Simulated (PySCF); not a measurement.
I2Sn, neutral, multiplicity 1. Atoms are numbered in the order given.

```xyz
3

Sn     0.0000     0.0000     1.1862
I      0.0000     2.0404    -0.5595
I      0.0000    -2.0404    -0.5595
```

The structure is a stationary point at ωB97X-D3(BJ)/def2-SVP. The isomer is the one that the SMILES or the coordinates give; other isomers of the formula were not compared. The def2 effective core potentials stand for the cores of I, Sn; spin–orbit coupling is left out.

These are r2SCAN/def2-TZVPD (PySCF) values and carry that method's errors.

Symmetry labels are those of the subgroup C2v that the program uses (full group C2v).

Computed valence orbital energies around the gap with their symmetry:
```csv
orbital,symmetry,energy (eV)
HOMO−7,B2,-17.71
HOMO−6,A1,-12.16
HOMO−5,B2,-8.41
HOMO−4,A1,-7.67
HOMO−3,B1,-7.50
HOMO−2,A2,-6.96
HOMO−1,B2,-6.58
HOMO,A1,-6.52
LUMO,B1,-3.80
LUMO+1,A1,-1.70
LUMO+2,B2,-1.50
LUMO+3,A1,0.19
```
